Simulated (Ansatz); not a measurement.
Ansatz (a first-principles code) input:

Ansatz 0.2 input:
```yaml
crystal:
  periodic: [false, false, false]
  atoms:
    - {symbol: Cs, position_ang: [-0.00000000, -0.00000000, -1.22009712]}
    - {symbol: Br, position_ang: [0.00000000, 0.00000000, 1.91729547]}
basis:
  gaussian:
    orbitals: def2-TZVP
hamiltonian:
  xc: {name: PBE0}
```

**Question.** Which total energy does the run end on?

**Answer.** -2594.10042 Eh (PBE0/def2-TZVP). The basis has 77 functions.
